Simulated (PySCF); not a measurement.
## Ionisation energy along the 36-electron series

Calculated with PySCF 2.14 and a two-component X2C-1e Hamiltonian (Gaussian nucleus, no Breit or QED terms), each ion in its own even-tempered basis scaled to its charge; GMP2 freezes [Ne] and drops the highest virtual spinors. Values in eV. NIST values: (m) measured, (s) semi-empirical, (t) theoretical.

```json
{"ion": "Sn¹⁴⁺", "configuration": "[Kr]", "GHF (screened spin-orbit)": "379.25", "GMP2 (screened spin-orbit)": "380.32", "NIST": "379 ± 3 (t)"}
{"ion": "Sb¹⁵⁺", "configuration": "[Kr]", "GHF (screened spin-orbit)": "419.02", "GMP2 (screened spin-orbit)": "420.10", "NIST": "420 ± 3 (t)"}
{"ion": "Te¹⁶⁺", "configuration": "[Kr]", "GHF (screened spin-orbit)": "460.53", "GMP2 (screened spin-orbit)": "461.63", "NIST": "461 ± 3 (t)"}
```

Between Z = 50 and Z = 52 the GMP2 (screened spin-orbit) value grows as Z to the power 4.94.
